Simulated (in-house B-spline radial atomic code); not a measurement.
RPA and G0W0 for the ruthenium ion Ru³⁺, [Kr] 4d5, highest spin, as one setting changes: the radius of a hard wall (bohr). Start: Hartree-Fock. A dash marks a level of low quasi-particle weight. Computed with a B-spline radial code for spherical atoms: all electrons, scalar-relativistic (spin-free one-electron X2C), finite nucleus, each spin shell either full or empty, empty states to l = 9 with an (l + 1/2)⁻⁴ tail; G0W0 by contour deformation at full frequency.

| radius of a hard wall (bohr) | mean-field level (eV) | G0W0 level (eV) | RPA correlation (Eh) |
| --- | --- | --- | --- |
| 2 | -16.886 | 4d up -17.637 | -2.9113 |
| 2.5 | ? | ? | ? |
| 3 | -42.97 | 4d up -43.56 | -2.867 |
| 3.5 | -45.08 | 4d up -45.59 | -2.8643 |
| 4 | -45.80 | 4d up -46.25 | -2.8632 |
| 5 | -46.13 | 4d up -46.51 | -2.8624 |
| 6 | -46.16 | 4d up -46.53 | -2.862 |
| 8 | ? | ? | ? |
| 12 | -46.16 | 4d up -46.52 | -2.8609 |

(1) What belongs in the row for 2.5?

(2) What belongs in the row for 8?

Results:

(1) mean-field level (eV): -36.70; G0W0 level (eV): 4d up -37.37; RPA correlation (Eh): -2.8761.

(2) mean-field level (eV): -46.16; G0W0 level (eV): 4d up -46.53; RPA correlation (Eh): -2.8615.
